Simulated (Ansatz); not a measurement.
Calculated with Ansatz (gas phase, PBE0-D4/def2-TZVP geometries, no zero-point term in ΔE). CCSD(T)/CBS adds triple-zeta CCSD(T) − MP2 to the extrapolated MP2 energy (def2 sets, frozen cores). This one scheme is used for every species. Functionals use def2-TZVPP. def2 core potentials past Kr. For Sn outer-core shells are correlated without core-valence functions, which leaves a few kJ/mol of doubt a bond. Each species was taken in one conformer, which may not be the lowest.

Reaction (hydrogenolysis of the Sn–O bond): `[OH][SnH]([OH])[Cl]` + H₂ → `[OH][SnH2][Cl]` + H₂O

`[OH][SnH]([OH])[Cl]`:

Z-matrix (Å, degrees):
```
Sn
O 1 1.941
Cl 1 2.324 2 109.6
O 1 1.948 2 107.4 3 -113.1
H 1 1.688 2 108.3 3 122.6
H 2 0.961 1 113.2 3 71.2
H 4 0.961 1 112.3 2 119.9
```

H₂:

```xyz
2

H    -0.246    0.110   -0.258
H     0.246   -0.110    0.258
```

`[OH][SnH2][Cl]`:

Z-matrix (Å, degrees):
```
Sn
Cl 1 2.330
O 1 1.952 2 106.7
H 1 1.693 2 109.1 3 113.1
H 1 1.702 2 106.1 3 -118.2
H 3 0.960 1 113.6 2 -53.4
```

H₂O:

```xyz
3

O     0.243    0.266   -0.148
H    -0.213    0.297    0.696
H    -0.030   -0.563   -0.548
```

Problem. Is it downhill or uphill in electronic energy at CCSD(T)/CBS, and by how much? (Best estimate.)

Solution. The calculation gave: Uphill: ΔE = +12.0 kJ/mol.

Problem. What do these levels give: LDA (SPW92), r2SCAN-D4, B97M-V, PBE0-D4, r2SCANh-D4, r2SCAN0-D4, PBE-QIDH, BHLYP, CCSD(T)/def2-TZVPP, HF/def2-QZVPP, SCS-MP2/def2-QZVPP, CCSD/CBS(def2)? (An estimate is asked.)

Solution. Ansatz gave: LDA (SPW92) 3.1, r2SCAN-D4 15.1, B97M-V 7.2, PBE0-D4 3.0, r2SCANh-D4 11.4, r2SCAN0-D4 6.5, PBE-QIDH 4.2, BHLYP 0.1, CCSD(T)/def2-TZVPP 7.8, HF/def2-QZVPP -5.1, SCS-MP2/def2-QZVPP 14.7, CCSD/CBS(def2) 6.9 kJ/mol.

Problem. What do rigid-rotor, harmonic-oscillator terms from PBE0-D4/def2-TZVP frequencies (298.15 K, 1 bar) make of the CCSD(T)/CBS value? (Best estimate.)

Solution. The calculation gave: ΔZPE = +13.2 kJ/mol, ΔH = +22.2 kJ/mol, ΔS = 24 J/(mol·K), ΔG = +15.0 kJ/mol.

Largest T1 diagnostic among the species: 0.013.

From BLYP to BHLYP (50 % exact exchange), in def2-TZVPP and without D4, ΔE moves by −11.6 kJ/mol. In def2-TZVPP, CCSD(T) changes the Hartree–Fock value by +13.9 kJ/mol (the triples alone add +5.1 kJ/mol) and MP2 by +20.4 kJ/mol. At CCSD(T), def2-SVP lies −10.1 kJ/mol from the extrapolated value and def2-TZVPP −4.2 kJ/mol.
